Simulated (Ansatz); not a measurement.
Relaxation of ClH$_{3}$Sn (5 atoms, charge 0, multiplicity 1), to a largest force component of 0.03 eV/Å in at most 50 steps.

Computed with RKS PBE-D4/def2-SVP (Ansatz).

```xyz
5
Properties=species:S:1:pos:R:3
Sn -0.181 -0.063 0.234
Cl 1.356 0.648 -1.459
H -0.515 -1.190 -0.987
H -1.334 1.181 0.567
H 0.675 -0.576 1.646
```

Question: Where does it end, and by what steps?

Answer: The run converged. After 3 steps the energy has fallen by 0.382 eV; H3 moved furthest, 0.42 Å.

| step | energy less start (eV) | largest force component (eV/Å) | accepted |
| --- | --- | --- | --- |
| 0 | 0.0000 | 0.758 | yes |
| 1 | -0.2717 | 0.472 | yes |
| 2 | -0.3789 | 0.121 | yes |
| 3 | -0.3820 | 0.006 | yes |

```xyz
5
Properties=species:S:1:pos:R:3
Sn -0.126 -0.076 0.110
Cl 1.503 0.906 -1.316
H -0.808 -1.392 -0.768
H -1.282 1.156 0.450
H 0.713 -0.594 1.524
```

Whether the end is a true minimum wasn't checked by a vibrational analysis.

Run time: 6.1 s on 1 CPU thread of a shared host.
